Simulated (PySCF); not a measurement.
Which determinant of ZnF lies lowest?

Unrestricted PBE0; Zn pcseg-1, F pcseg-1; no relativity (PySCF 2.14). Outer shells of the fragments: Zn 3d10 4s2; F 2s2 2p5.

Followed along the bond (rough minima from three points):

```
2Ms+1  unpaired  ⟨S²⟩ at the start  R at minimum (Å)  Te (eV)
    2       σ ↑               0.75              1.80     0.00
```

Solutions found at the starting distance of 1.805 Å, counted from the lowest of them; the search is not exhaustive and high or unbound solutions are not listed, so other states can lie among these:

```csv
2Ms+1,unpaired,term,E (eV),⟨S²⟩,⟨Lz²⟩,μ (D)
2,σ ↑,²Σ⁺,0.00,0.75,0.00,-3.69
2,π ↑,²Π,4.58,0.75,1.00,1.84
4,"σ ↑, π ↑↑",mixed,9.50,3.75,2.01,0.92
4,"σ ↑, π ↑↑",mixed,9.66,3.75,2.01,1.02
4,"σ ↑↑, π ↑",⁴Π,9.76,3.75,1.03,0.01
```

A term symbol is given only where ⟨S²⟩ and ⟨Lz²⟩ are close to those of a pure state; real π, δ and φ orbitals otherwise mix terms. A positive dipole means Zn(−)F(+).

Counting both spins, an empty level lies below a filled one in some of these solutions, because spin and occupation are held.
